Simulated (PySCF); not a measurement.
Isomers of C3H9NOSi.

All values: PBE0/pcSseg-1 (PySCF) at GFN2-xTB geometries, gas phase, one conformer each.

Question: Rank by the highest IAO charge on any atom, lowest value first.
A. `[CH3:1][N:2]([CH3:3])[SiH2:4][CH:5]=[O:6]` with C1–N2–Si4–C5 -42°, N2–Si4–C5–O6 146°
B. `[CH3:1][N:2]([CH3:3])[C:4](=[O:5])[SiH3:6]` with C1–N2–C4–O5 180°
C. `[CH3:1][SiH2:2][NH:3][C:4]([CH3:5])=[O:6]` with C1–Si2–N3–C4 -67°, Si2–N3–C4–C5 180°
D. `[NH2:1][Si@H:2]1[CH2:3][CH2:4][CH2:5][O:6]1` with H–N1–Si2–C3 85° and -141°, N1–Si2–C3–C4 96°, Si2–C3–C4–C5 32°, C3–C4–C5–O6 -41°, C4–C5–O6–Si2 29°
E. `[H]/[N:1]=[CH:2]\[CH2:3][CH2:4][O:5][SiH3:6]` with N1–C2–C3–C4 128°, C2–C3–C4–O5 64°, C3–C4–O5–Si6 -175°
F. `[CH3:1][C:2](=[O:3])[N:4]([CH3:5])[SiH3:6]` with C1–C2–N4–C5 0°

Answer: B (+0.539 e), F (+0.750 e), A (+0.842 e), E (+0.877 e), C (+0.896 e), D (+1.234 e).

Question: Rank by HOMO energy, lowest first.
A. `[CH3:1][N:2]([CH3:3])[SiH2:4][CH:5]=[O:6]` with C1–N2–Si4–C5 -42°, N2–Si4–C5–O6 146°
B. `[CH3:1][C:2](=[O:3])[N:4]([CH3:5])[SiH3:6]` with C1–C2–N4–C5 0°
C. `[NH2:1][Si@H:2]1[CH2:3][CH2:4][CH2:5][O:6]1` with H–N1–Si2–C3 85° and -141°, N1–Si2–C3–C4 96°, Si2–C3–C4–C5 32°, C3–C4–C5–O6 -41°, C4–C5–O6–Si2 29°
D. `[CH3:1][N:2]([CH3:3])[C:4](=[O:5])[SiH3:6]` with C1–N2–C4–O5 180°
E. `[H]/[N:1]=[CH:2]\[CH2:3][CH2:4][O:5][SiH3:6]` with N1–C2–C3–C4 128°, C2–C3–C4–O5 64°, C3–C4–O5–Si6 -175°

Answer: B (-7.45 eV), C (-7.29 eV), E (-7.17 eV), D (-6.85 eV), A (-6.62 eV).

Question: Rank by the highest Hirshfeld charge on any atom, highest value first.
A. `[NH2:1][Si@H:2]1[CH2:3][CH2:4][CH2:5][O:6]1` with H–N1–Si2–C3 85° and -141°, N1–Si2–C3–C4 96°, Si2–C3–C4–C5 32°, C3–C4–C5–O6 -41°, C4–C5–O6–Si2 29°
B. `[CH3:1][N:2]([CH3:3])[C:4](=[O:5])[SiH3:6]` with C1–N2–C4–O5 180°
C. `[CH3:1][C:2](=[O:3])[N:4]([CH3:5])[SiH3:6]` with C1–C2–N4–C5 0°
D. `[CH3:1]/[N:2]=[CH:3]/[CH2:4][O:5][SiH3:6]` with N2–C3–C4–O5 -149°, C3–C4–O5–Si6 173°
E. `[CH3:1][N:2]([CH3:3])[SiH2:4][CH:5]=[O:6]` with C1–N2–Si4–C5 -42°, N2–Si4–C5–O6 146°

Answer: A (+0.441 e), D (+0.383 e), E (+0.363 e), C (+0.328 e), B (+0.307 e).

All values together:

| SMILES | μ (D) | HOMO (eV) | LUMO (eV) | lowest IAO charge (e) | highest IAO charge (e) | lowest Hirshfeld charge (e) | highest Hirshfeld charge (e) |
| --- | --- | --- | --- | --- | --- | --- | --- |
| [H]/N=C\CCO[SiH3] | 2.97 | -7.17 | 0.00 | -0.646 (O) | +0.877 (Si) | -0.242 (N) | +0.386 (Si) |
| CN(C)C(=O)[SiH3] | 3.73 | -6.85 | 0.02 | -0.501 (O) | +0.539 (Si) | -0.287 (O) | +0.307 (Si) |
| C[SiH2]NC(C)=O | 3.19 | -7.47 | 0.45 | -0.728 (C) | +0.896 (Si) | -0.271 (O) | +0.381 (Si) |
| CN(C)[SiH2]C=O | 3.25 | -6.62 | -1.45 | -0.508 (N) | +0.842 (Si) | -0.213 (O) | +0.363 (Si) |
| N[Si@H]1CCCO1 | 1.14 | -7.29 | 1.15 | -0.854 (N) | +1.234 (Si) | -0.321 (N) | +0.441 (Si) |
| C/N=C/CO[SiH3] | 0.63 | -7.21 | -0.12 | -0.644 (O) | +0.878 (Si) | -0.225 (O) | +0.383 (Si) |
| CC(=O)N(C)[SiH3] | 3.61 | -7.45 | 0.45 | -0.505 (O) | +0.750 (Si) | -0.259 (O) | +0.328 (Si) |

Conformers: `[H]/[N:1]=[CH:2]\[CH2:3][CH2:4][O:5][SiH3:6]` with N1–C2–C3–C4 128°, C2–C3–C4–O5 64°, C3–C4–O5–Si6 -175°; `[CH3:1][N:2]([CH3:3])[C:4](=[O:5])[SiH3:6]` with C1–N2–C4–O5 180°; `[CH3:1][SiH2:2][NH:3][C:4]([CH3:5])=[O:6]` with C1–Si2–N3–C4 -67°, Si2–N3–C4–C5 180°; `[CH3:1][N:2]([CH3:3])[SiH2:4][CH:5]=[O:6]` with C1–N2–Si4–C5 -42°, N2–Si4–C5–O6 146°; `[NH2:1][Si@H:2]1[CH2:3][CH2:4][CH2:5][O:6]1` with H–N1–Si2–C3 85° and -141°, N1–Si2–C3–C4 96°, Si2–C3–C4–C5 32°, C3–C4–C5–O6 -41°, C4–C5–O6–Si2 29°; `[CH3:1]/[N:2]=[CH:3]/[CH2:4][O:5][SiH3:6]` with N2–C3–C4–O5 -149°, C3–C4–O5–Si6 173°; `[CH3:1][C:2](=[O:3])[N:4]([CH3:5])[SiH3:6]` with C1–C2–N4–C5 0°.
